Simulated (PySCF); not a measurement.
Al(H)(OMe)(NH2) (CH6AlNO), SMILES C[O][AlH][NH2]. Atoms are numbered in the order given.

```xyz
10

Al     0.6015    -0.7019     0.0000
H      2.0514    -1.3161     0.0000
O      0.4542     0.9888     0.0000
C     -0.4849     2.0146     0.0000
H     -1.5316     1.6485     0.0000
H     -0.3619     2.6597     0.8900
H     -0.3619     2.6597    -0.8900
N     -0.8239    -1.7555     0.0000
H     -0.7752    -2.7700     0.0000
H     -1.7972    -1.4666     0.0000
```
Charge 0, spin multiplicity 1.

Geometry optimised at r2SCAN-D4/def2-SVP. One conformer was computed; it need not be the lowest.

These are PySCF with r2SCAN/def2-TZVP values and carry that method's errors.

Isolated molecule, no solvent.

```json
{
  "total_energy": "-414.15345 hartree",
  "point_group": "Cs",
  "highest_occupied_level": "-6.22 eV",
  "lowest_empty_level": "-0.17 eV",
  "orbital_gap": "6.05 eV",
  "dipole_moment": "1.87 D",
  "quadrupole, principal values (traceless, Buckingham form, about the centre of nuclear charge)": "-2.70, -0.50, 3.20 D·Å",
  "mean_static_polarisability": "50.1 bohr³ (7.42 Å³)",
  "polarisability_principal_values": "43.0, 50.3, 56.9 bohr³"
}
```
